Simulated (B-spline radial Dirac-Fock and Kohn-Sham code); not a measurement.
## Elastic scattering of 64.3 eV electrons by the free silicon atom

Calculated with a radial B-spline solver, using relativistic (Dirac) partial waves in the static field of the Dirac-Fock atom with Furness-McCarthy exchange, without polarisation or absorption potentials. Below a few hundred eV the neglected polarisation potential matters, most of all at small angles.

```tsv
θ (°)	dσ/dΩ (a₀²/sr)	Sherman function
0	48.3	0.000
0.5	48.3	0.000
1	48.2	0.000
2	47.8	0.000
4	46.1	0.000
8	40.0	0.000
12	31.8	0.000
16	23.4	0.000
24	10.4	0.000
32	3.81	0.000
45	0.829	-0.004
60	0.872	-0.003
75	1.09	0.001
90	0.768	0.004
105	0.206	0.009
120	0.0371	-0.028
135	0.619	-0.006
150	1.77	-0.003
165	2.88	-0.001
180	3.34	0.000
```

Task: What integrated cross sections go with this distribution?

Result: The total elastic cross section is 25.9 a₀², the first transport cross section 11.4 a₀² and the second, weighted with (3/2) sin²θ, 10.8 a₀². The mean deflection is ⟨1 − cos θ⟩ = 0.442, and 17 % of the collisions scatter beyond 90°.

On this grid of angles the cross section has minima near 45°, 120°, from interference among the few low partial waves with large phase shifts.
